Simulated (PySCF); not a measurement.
F2H5NSi2, SMILES N([SiH3])[SiH](F)F.

Coordinates come from a PBE-D3(BJ)/def2-SVP optimisation. This is a generated structure with no PubChem entry under its InChIKey; it may be hypothetical. The values are those of a single conformer.

Level of theory: PySCF 2.14.0 with PBE-D3(BJ)/def2-SVP.

Frequencies are harmonic and unscaled.

Problem. Give all harmonic wavenumbers and intensities. (The exact figures need the calculation; the answer reports its results.)

Solution. 
```
mode  ν (cm⁻¹)  IR (km/mol)  moving atoms (share of kinetic energy)
----  --------  -----------  --------------------------------------
1           26          1.9         F 29 %, N 29 %, H 22 %, Si 19 %
2           78          0.1                           H 87 %, F 8 %
3          176          4.5         Si 39 %, N 28 %, H 19 %, F 15 %
4          217          4.7         F 42 %, H 33 %, Si 13 %, N 12 %
5          268         27.1                         F 65 %, Si 25 %
6          363         14.6                         F 53 %, Si 42 %
7          417         74.7                          H 64 %, N 26 %
8          601          0.1                  H 61 %, Si 27 %, N 9 %
9          690         72.3                  H 82 %, N 10 %, Si 8 %
10         758        108.3                 H 40 %, N 29 %, Si 24 %
11         792          3.0                          H 84 %, F 16 %
12         823          4.8          H 52 %, F 25 %, N 14 %, Si 9 %
13         865        190.2                 H 37 %, F 29 %, Si 26 %
14         894         28.9                                  H 95 %
15         914        173.3                  H 77 %, Si 14 %, N 9 %
16         931        270.0                 H 71 %, N 15 %, Si 14 %
17         934        208.0                 Si 49 %, F 40 %, H 11 %
18         976          6.2                 H 73 %, Si 13 %, N 12 %
19        1167        262.1                          H 58 %, N 35 %
20        2160        132.7                                  H 96 %
21        2163         96.9                                  H 98 %
22        2191         70.8                                  H 96 %
23        2271         81.3                                  H 97 %
24        3490         44.9                                  H 93 %
```
